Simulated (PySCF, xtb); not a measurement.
ZnCl, SMILES [Zn+][Cl], charge +1.

GFN2-xTB (xtb) at its own geometry gives an orbital gap of 1.89 eV.

Geometry: PBE0-D3(BJ)/def2-TZVP. The spin state was assumed, not searched.

Task: What does HF/def2-TZVPD (PySCF) give? (The exact figures need the calculation; the answer reports its results.)

Result: gap 9.99 eV (levels -17.77 and -7.79 eV).
